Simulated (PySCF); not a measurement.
# C₆ coefficients of unlike pairs at wB97X-V

Calculated with PySCF 2.14 from the dipole response of each species, C₆(A,B) = (3/π) ∫ α_A(iu) α_B(iu) du, in atomic units, from isotropic polarisabilities. For ions this is the dispersion term alone; charge-induced terms of lower order in 1/R come first.

```
species           configuration                                                                         basis     relativity  α (bohr³)  C₆ (like pair)
    V³⁺           [Ar] 3d2 (3F)                                                      aug-cc-pVTZ (8s7p5d3f2g)           none      2.210           5.617
      B       [He] 2s2 2p1 (2P)                                                  aug-cc-pCVQZ-DK (9s8p6d4f2g)  spin-free X2C      22.00           107.0
     I⁺  [Kr] 4d10 5s2 5p4 (3P)  x2c-TZVPPall with one added diffuse shell each of s, p, d, f type (9s7p5d3f)  spin-free X2C      20.09           175.0
     Sn  [Kr] 4d10 5s2 5p2 (3P)                                                    aug-cc-pVTZ-DK3 (8s7p5d2f)  spin-free X2C      56.58           610.6
```

Estimate C₆ for I⁺ with B.

The integral gives 130.0. The combination rule 2 C_A C_B / (C_A α_B/α_A + C_B α_A/α_B) gives 129.4 and the geometric mean 136.9.

No spin-orbit coupling is included.

The other pairs:

```json
{"pair": "Sn, B", "C₆": "255.1"}
{"pair": "Sn, V³⁺", "C₆": "43.43"}
{"pair": "B, V³⁺", "C₆": "18.42"}
{"pair": "I⁺, V³⁺", "C₆": "28.40"}
{"pair": "Sn, I⁺", "C₆": "306.7"}
```
